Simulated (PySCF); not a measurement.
Species: C₅H₁₁N₂Si (doublet state).
Geometry (GFN2-xTB, Å), atoms numbered from 1 in this order:
```
atom  x, y, z in Å
C1     3.695    0.899   -0.332
C2     2.503    0.147   -0.018
C3     1.509   -0.508    0.250
C4     0.359   -1.178    0.521
Si5   -1.343   -0.468    0.173
C6    -1.482    1.283    0.914
N7    -1.804   -0.288   -1.492
N8    -2.434   -1.685    0.750
H9     3.496    1.970   -0.268
H10    4.502    0.644    0.355
H11    4.024    0.670   -1.349
H12    0.456   -2.177    0.920
H13   -0.692    1.928    0.542
H14   -1.399    1.262    1.997
H15   -2.433    1.741    0.663
H16   -1.344    0.435   -2.020
H17   -1.851   -1.128   -2.047
H18   -3.402   -1.584    0.491
H19   -2.371   -1.952    1.718
```

The hyperfine couplings belong to this conformer and change with its torsions.

The species is `CC#C[CH][Si](C)(N)N` [radical].

Theory: UKS B3LYP, pcH-1 on C H N Si, non-relativistic, mean-field spin-orbit, GIAO (PySCF). Geometry: GFN2-xTB, one conformer, isolated molecule. GFN2-xTB frequencies show an imaginary mode (21i cm⁻¹), so this geometry is no minimum at that level. A GFN2-xTB geometry isn't a minimum of the functional, and hyperfine couplings can be far from their values at a DFT geometry. The SCF solution wasn't tested for stability.

(1) Break the g tensor into its mass correction, gauge correction and orbital-Zeeman/spin–orbit terms.

(2) What effective moment and Curie constant follow for a powder?

(3) At 94.245 GHz, how far is the centre of the isotropic spectrum from where a free electron (g = 2.002319) resonates?

(4) What are the electron Larmor frequencies g μB B/h along the three axes at 340 mT?

(5) In a frozen sample, at which fields do the three g values resonate at 9.5, 34, 94 and 263 GHz (hyperfine left aside), and which band first spreads them over more than twice a line width of 1.0 mT?

Results:

(1) 
```json
{"Δg (ppm)": "relativistic mass correction", "1": "-139", "2": "-139", "3": "-139"}
{"Δg (ppm)": "gauge correction", "1": "-3", "2": "31", "3": "30"}
{"Δg (ppm)": "orbital Zeeman/spin–orbit", "1": "67", "2": "640", "3": "1104"}
{"Δg (ppm)": "total", "1": "-74", "2": "532", "3": "995"}
```

So g = 2.00225, 2.00285, 2.00331 and g_iso = 2.00280; the tensor is rhombic: the two nearest values differ by 43 % of g3 − g1. Axes: g3 points within 8° of the C3–C4 bond.

(2) With the mean of g² = 4.0112 and S(S+1) = 0.75: μ_eff = √(⟨g²⟩S(S+1)) = 1.734 μB and χT = 0.12505·⟨g²⟩·S(S+1) = 0.376 cm³ K/mol (cgs; spin-Hamiltonian part alone).

(3) B = hν/(g μB) with μB/h = 13.99624 MHz/mT gives 3362.90 mT for the free electron and 3362.08 mT at g_iso, 0.81 mT lower.

(4) 9.5281, 9.5310, 9.5332 GHz for g1, g2 and g3, a range of 5.1 MHz.

(5) 
```json
{"band": "X", "GHz": "9.5", "B(g3) mT": "338.82", "B(g2) mT": "338.89", "B(g1) mT": "339.00", "spread mT": "0.18"}
{"band": "Q", "GHz": "34.0", "B(g3) mT": "1212.60", "B(g2) mT": "1212.88", "B(g1) mT": "1213.25", "spread mT": "0.65"}
{"band": "W", "GHz": "94.0", "B(g3) mT": "3352.49", "B(g2) mT": "3353.26", "B(g1) mT": "3354.28", "spread mT": "1.79"}
{"band": "J", "GHz": "263.0", "B(g3) mT": "9379.83", "B(g2) mT": "9382.00", "B(g1) mT": "9384.84", "spread mT": "5.01"}
```

The spread grows in proportion to the frequency. J band is the first where it exceeds 2.0 mT.

Largest spin populations (Mulliken): C4 (+0.74), C2 (+0.50) and C3 (-0.24). The positive populations add up to 1.33 and the negative ones to -0.33, together 2S = 1. The angles at C4 add up to 360.0°, so it is planar; its axial dipolar tensor and the negative coupling of its proton fit spin in a p orbital normal to that plane.

The HOMO–LUMO gaps are 6.24 eV among the α and 4.04 eV among the β orbitals.

The run took 3.5 min of wall time (with the writing of density and orbital grids) on one thread, Arm Neoverse N1 (aarch64), shared host, and the process peaked at 1.1 GiB of memory.
